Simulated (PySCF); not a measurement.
Coordinates in bohr (charge 0 multiplicity 1):
```
Te    0.0000    0.0000    0.0000
H     3.2121    0.0000    0.0000
H     0.0000    3.2121    0.0000
H    -3.2121    0.0000    0.0000
H     0.0000   -3.2121    0.0000
```

Method: PBE0/[Te x2c-TZVPall, H x2c-TZVPall], spin-free X2C, density fitting, no spin–orbit coupling, PySCF.

This geometry of TeH₄ is a stationary point at this level.

(1) What is the point group?

(2) Is it a minimum?

(3) List the harmonic modes with their infrared intensities.

(4) What are the dipole moment and the gap between the highest occupied and lowest empty levels?

Results:

(1) D4h.

(2) No: it has 1 imaginary mode, at 794i cm⁻¹ (a2u).

(3) 
```json
{"symmetry": "a2u", "ω (cm⁻¹)": "794i", "IR (km/mol, summed over degenerate members)": "–", "type": "bend"}
{"symmetry": "b2u", "ω (cm⁻¹)": "798", "IR (km/mol, summed over degenerate members)": "0.0", "type": "bend"}
{"symmetry": "eu", "ω (cm⁻¹)": "1000", "IR (km/mol, summed over degenerate members)": "346", "type": "bend"}
{"symmetry": "b2g", "ω (cm⁻¹)": "1254", "IR (km/mol, summed over degenerate members)": "0.0", "type": "bend"}
{"symmetry": "b1g", "ω (cm⁻¹)": "1845", "IR (km/mol, summed over degenerate members)": "0.0", "type": "stretch"}
{"symmetry": "eu", "ω (cm⁻¹)": "1880", "IR (km/mol, summed over degenerate members)": "329", "type": "stretch"}
{"symmetry": "a1g", "ω (cm⁻¹)": "2022", "IR (km/mol, summed over degenerate members)": "0.0", "type": "stretch"}
```

(4) 0.00 D and 4.88 eV.

Only a few start shapes were tried, so a lower isomer may exist. At this level a singlet minimum of C4v symmetry lies 69 kJ/mol below this structure.
